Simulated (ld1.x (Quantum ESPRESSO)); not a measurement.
**An all-electron radial function and its pseudo partner (P (Z = 15))**

Columns: radius, all-electron u(r) and pseudo u(r) of the 3p shell (level -5.49 eV) of phosphorus in the configuration [Ne] 3s2 3p3; PBEsol, non-relativistic, PAW scheme, ld1.x (Quantum ESPRESSO) 7.5.

```json
{"r (bohr)": "0.085", "all-electron": "0.1047", "pseudo": "-0.0052"}
{"r (bohr)": "0.170", "all-electron": "0.2326", "pseudo": "-0.0207"}
{"r (bohr)": "0.255", "all-electron": "0.2931", "pseudo": "-0.0458"}
{"r (bohr)": "0.340", "all-electron": "0.2868", "pseudo": "-0.0793"}
{"r (bohr)": "0.425", "all-electron": "0.2330", "pseudo": "-0.1201"}
{"r (bohr)": "0.510", "all-electron": "0.1508", "pseudo": "-0.1664"}
{"r (bohr)": "0.595", "all-electron": "0.0548", "pseudo": "-0.2165"}
{"r (bohr)": "0.680", "all-electron": "-0.0454", "pseudo": "-0.2687"}
{"r (bohr)": "0.765", "all-electron": "-0.1433", "pseudo": "-0.3214"}
{"r (bohr)": "0.850", "all-electron": "-0.2350", "pseudo": "-0.3729"}
{"r (bohr)": "0.935", "all-electron": "-0.3184", "pseudo": "-0.4221"}
{"r (bohr)": "1.020", "all-electron": "-0.3925", "pseudo": "-0.4680"}
{"r (bohr)": "1.105", "all-electron": "-0.4572", "pseudo": "-0.5099"}
{"r (bohr)": "1.190", "all-electron": "-0.5125", "pseudo": "-0.5472"}
{"r (bohr)": "1.275", "all-electron": "-0.5588", "pseudo": "-0.5799"}
{"r (bohr)": "1.360", "all-electron": "-0.5964", "pseudo": "-0.6079"}
{"r (bohr)": "1.445", "all-electron": "-0.6259", "pseudo": "-0.6312"}
{"r (bohr)": "1.530", "all-electron": "-0.6482", "pseudo": "-0.6500"}
{"r (bohr)": "1.615", "all-electron": "-0.6640", "pseudo": "-0.6643"}
{"r (bohr)": "1.700", "all-electron": "-0.6739", "pseudo": "-0.6739"}
{"r (bohr)": "1.785", "all-electron": "-0.6788", "pseudo": "-0.6788"}
{"r (bohr)": "1.870", "all-electron": "-0.6793", "pseudo": "-0.6793"}
{"r (bohr)": "1.955", "all-electron": "-0.6760", "pseudo": "-0.6760"}
{"r (bohr)": "2.040", "all-electron": "-0.6694", "pseudo": "-0.6694"}
{"r (bohr)": "2.125", "all-electron": "-0.6602", "pseudo": "-0.6602"}
{"r (bohr)": "2.210", "all-electron": "-0.6488", "pseudo": "-0.6488"}
```

Q: How many radial nodes do the two functions have?

A: The all-electron 3p function has n − l − 1 = 1; the pseudo-wave has 0, since the states of the same l below it are removed with the core.

Q: At about which radius was the pseudo-wave matched?

A: 1.70 bohr, where the columns begin to agree (steps of 0.09 bohr).

Q: Is the pseudo-wave norm-conserving?

A: No, it belongs to a PAW set: the norm inside the radius is not constrained, and the difference is carried by the augmentation charge.
